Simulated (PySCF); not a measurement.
## Worked example: chemical shift, span and skew from a shielding tensor

methoxysilylmethanol (C2H8O2Si), SMILES CO[SiH2]CO. Atoms are numbered in the order given.

```xyz
13

C      2.6565     0.2664     0.2704
O      1.4203    -0.0254    -0.3153
Si    -0.0571     0.1423     0.4337
C     -1.3931    -0.4703    -0.7489
O     -2.6732    -0.2130    -0.2012
H      2.8245    -0.3112     1.1987
H      2.7568     1.3403     0.5152
H      3.4572     0.0060    -0.4388
H     -0.0887    -0.6202     1.7211
H     -0.3381     1.5841     0.7490
H     -1.3059    -1.5617    -0.8734
H     -1.2622    -0.0397    -1.7614
H     -2.8022     0.7411    -0.1796
```

Coordinates come from a PBE0-D3(BJ)/def2-SVP optimisation. The values are those of a single conformer.

GIAO shieldings from HF/pcSseg-1 in PySCF, non-relativistic, no solvent. The symmetric part of the tensor of C4 has the principal values 115.8, 127.8, 196.0 ppm. The same nucleus in TMS has σ = 192.6 ppm at this level (PySCF, at its B3LYP-D3(BJ)/def2-TZVP geometry).

Work out the isotropic shielding, the ¹³C shift against TMS, the span and the skew.


σ(iso) = (σ11 + σ22 + σ33)/3 = 146.5 ppm. δ = σ(ref) − σ(iso) = 192.6 − (146.5) = 46.1 ppm.
Span Ω = σ33 − σ11 = 80.2 ppm. Skew κ = 3(σ(iso) − σ22)/Ω = 0.70. Tumbling in solution averages the tensor to δ; in a static solid the shielding alone would spread this spin-1/2 line over Ω.
